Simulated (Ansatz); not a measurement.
Total energies of K₂S₂⁻ from Ansatz at r2SCAN-D4/def2-TZVPD, gas phase (1 Eh = 27.2114 eV = 2625.5 kJ/mol). The reference geometry is relaxed at r2SCAN-D4/def2-TZVPD.

```xyz
4

K    -0.413    1.680    1.558
K     1.303   -0.332   -1.901
S     0.361   -1.049    0.789
S    -1.251   -0.300   -0.446
```

| state | geometry | energy (Eh) |
| --- | --- | --- |
| charge -1 doublet | reference | -1996.25281 |
| charge 0 singlet | reference | -1996.23665 |
| charge -1 quartet | relaxed at r2SCAN-D4/def2-TZVPD | -1996.21738 |

(1) Work out the vertical ionisation energy to the singlet.

(2) Which of the charge -1 states is lowest, and how far above it are the others?

(1) E(charge 0 singlet) − E(charge -1 doublet) = -1996.23665 − (-1996.25281) = 0.01616 Eh = 0.44 eV. For comparison, −ε of the highest occupied level of the spin that leaves is -0.59 eV at this level, 1.03 eV less.

(2) The doublet. quartet: -1996.21738 − (-1996.25281) = 0.03543 Eh = 93.0 kJ/mol. The quartet differs in its bonds from the reference.

At r2SCAN-D4/def2-TZVPD the highest occupied level of the charge -1 doublet lies above zero (up to 0.59 eV). By energy differences its removal costs 0.44 eV (vertical, to the charge 0 singlet, at r2SCAN-D4/def2-TZVPD); a positive level beside a positive removal energy at the same level points to self-interaction error. At r2SCAN-D4/def2-TZVPD the highest occupied level of the charge -1 quartet lies above zero (up to 0.40 eV). It is a level of α spin, whose loss leaves a triplet; that state wasn't run at this geometry and level. The electron is either unbound and held by the finite basis, or the level is raised by self-interaction error. 

The structure comes from a short search, and lower isomers may exist.
